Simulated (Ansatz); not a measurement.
Molecule: sum formula H$_{5}$SiN$_{2}$O$_{2}$ (charge 0, doublet). It need not be the lowest isomer of its formula. 
Geometry from a B3LYP-D3(BJ)/def2-TZVP (Ansatz, a first-principles code) optimisation:
SMILES: N[Si](N)([O])O
```xyz
10

Si     0.0098    -0.0162    -0.0672
O     -0.8162    -1.2406    -0.7356
O      1.6500    -0.0691    -0.0498
N     -0.5098     1.4496    -0.7458
N     -0.3898    -0.2844     1.5926
H      2.1022    -0.1454    -0.8929
H      0.0155     2.3062    -0.7024
H     -1.4244     1.5607    -1.1487
H     -1.3496    -0.2336     1.8988
H      0.1461    -0.9410     2.1416
```
Charge 0, spin multiplicity 2.

Property: atomisation energy (electronic, to ground-state atoms), in kcal/mol. Correlated levels leave the core frozen unless marked. UHF or UKS for open shells. No spin-orbit coupling. Non-relativistic. The coupled-cluster limit lacks core correlation, which all-electron functionals hold. Basis-set limits of correlation are two-point, X^-3; Hartree-Fock from the larger set. The bracket is a focal-point correction in the basis named.

| level | program | atomisation energy (kcal/mol) |
|---|---|---|
| HF/cc-pV(D+d)Z | Ansatz | 555.4 |
| HF/cc-pV(T+d)Z | Ansatz | 590.8 |

Q: Predict the RI-MP2/CBS(cc-pV(T+d)Z,cc-pV(Q+d)Z)+[CCSD(T)-MP2]/cc-pV(T+d)Z result (Ansatz).

A: 885.3 kcal/mol, so HF/cc-pV(T+d)Z differs from it by -294.5 kcal/mol.
